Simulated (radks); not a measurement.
Question: The rubidium ion Rb2+, 35 electrons, occupied as [Ar] 3d10 4s2 4p5. All-electron calculation, Dirac Kohn-Sham, PBEsol, spin-unpolarised, spherical densities, finite nucleus; open shells fill j = l - 1/2 first; Fermi nuclear charge, rms radius 4.2036 fm. Program: a radial shooting solver on a logarithmic mesh with Libxc functionals. Some entries of the table are withheld. Estimate them.

orbital  occ.  eigenvalue (hartree)  <r> (bohr)
1s1/2       2             -552.6075     0.04031
2s1/2       2             -74.44876      0.1777
2p1/2       2             -67.60938         (1)
2p3/2       4             -65.37795         (2)
3s1/2       2             -11.66032      0.5107
3p1/2       2                   (3)      0.5117
3p3/2       4                   (4)      0.5222
3d3/2       4              -4.58346         (5)
3d5/2       6              -4.52641         (6)
4s1/2       2              -1.84889       1.422
4p1/2       2              -1.26294       1.615
4p3/2       3              -1.22669       1.646

Answer: 
(1) 2p1/2 <r> (bohr): 0.1523
(2) 2p3/2 <r> (bohr): 0.1564
(3) 3p1/2 eigenvalue (hartree): -9.21036
(4) 3p3/2 eigenvalue (hartree): -8.87467
(5) 3d3/2 <r> (bohr): 0.5227
(6) 3d5/2 <r> (bohr): 0.5264
